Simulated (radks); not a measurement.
Trend from Zr4+ to Cd4+: ionisation energy by Delta-SCF between NIST ground configurations, and size. Calculated with a radial shooting solver on a logarithmic mesh with Libxc functionals: non-relativistic Kohn-Sham, LDA (Slater exchange, Perdew-Wang correlation), spin-polarised, spherical densities, point nucleus; open shells are filled with parallel spins first (spin-orbit coupling, left out, can overturn this in heavy ions).

species,configuration,configuration of the ion,IE (eV),NIST (eV),kind,-e(HOMO) (eV)
Zr4+,[Kr],[Ar] 3d10 4s2 4p5,80.520,80.35,semi-emp.,72.658 (4p)
Nb4+,[Kr] 4d1,[Kr],51.234,50.573,exp.,44.496 (4d)
Mo4+,[Kr] 4d2,[Kr] 4d1,54.820,54.42,semi-emp.,47.743 (4d)
Tc4+,[Kr] 4d3,[Kr] 4d2,58.281,57,theory,50.884 (4d)
Ru4+,[Kr] 4d4,[Kr] 4d3,61.653,59,theory,53.948 (4d)
Rh4+,[Kr] 4d5,[Kr] 4d4,64.958,63,theory,56.953 (4d)
Pd4+,[Kr] 4d6,[Kr] 4d5,64.200,61,theory,56.235 (4d)
Ag4+,[Kr] 4d7,[Kr] 4d6,67.734,65,theory,59.440 (4d)
Cd4+,[Kr] 4d8,[Kr] 4d7,71.170,68,theory,62.565 (4d)

Reference values: NIST Atomic Spectra Database (exp. = measured, semi-emp. = semi-empirical, theory = theoretical value adopted there). Relativity is left out here, which matters for elements this heavy. Open shells are spherical and high-spin; term and fine-structure splittings are not resolved.
